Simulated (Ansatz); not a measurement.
Total energies of CH8N2Si, SMILES `C[SiH](N)N`.

```xyz
12

C     0.0391   -1.0752   -1.1568
Si    0.0775   -0.1098    0.4419
N    -1.3797    0.6413    0.9417
N     1.2237    1.1456    0.2031
H    -0.2421   -0.4357   -1.9977
H    -0.6858   -1.8906   -1.0926
H     1.0148   -1.5181   -1.3787
H     0.3665   -1.0687    1.5528
H    -1.8321    1.3452    0.3823
H    -2.0271    0.1610    1.5430
H     2.0321    0.9985   -0.3780
H     1.4131    1.8065    0.9389
```

Charge 0, multiplicity 1. The geometry is a stationary point of PBE0-D4/def2-TZVP. It is one conformer, not always the lowest. Basis def2-TZVPP, the Gaussian-basis code of Ansatz.

RPA on PBE orbitals: Hartree–Fock energy of these orbitals -440.47113 Eh, correlation -1.22968 Eh (frozen core).

```
             functional  energy without D4 (Eh)  D4 term (kJ/mol)
            LDA (SPW92)              -439.59547                 –
                    PBE              -441.71829             -21.3
                 revPBE              -441.95496             -67.3
                   BLYP              -441.99594             -47.2
                 r2SCAN              -441.95590              -5.3
                 B97M-V              -441.97943                 –
                   PBE0              -441.76702             -17.9
                  B3LYP              -442.10018             -34.2
                r2SCANh              -441.94785              -5.6
                r2SCAN0              -441.93658              -6.2
HSE06 (plane-wave form)              -441.75176             -16.6
                  BHLYP              -441.98077             -25.0
              CAM-B3LYP              -442.00602             -18.0
                LC-ωPBE              -441.89487                 –
                ωB97X-V              -441.97809                 –
                ωB97M-V              -441.97501                 –
                 B2PLYP              -441.82223                 –
               PBE-QIDH              -441.66661                 –
```

B3LYP takes the VWN-RPA correlation (the form of Gaussian; ORCA's B3LYP/G). HSE06 is the plane-wave form, built on full-range PBE exchange. The double hybrids freeze the cores in their second-order part.

LC-ωPBE has ω = 0.4 bohr⁻¹.
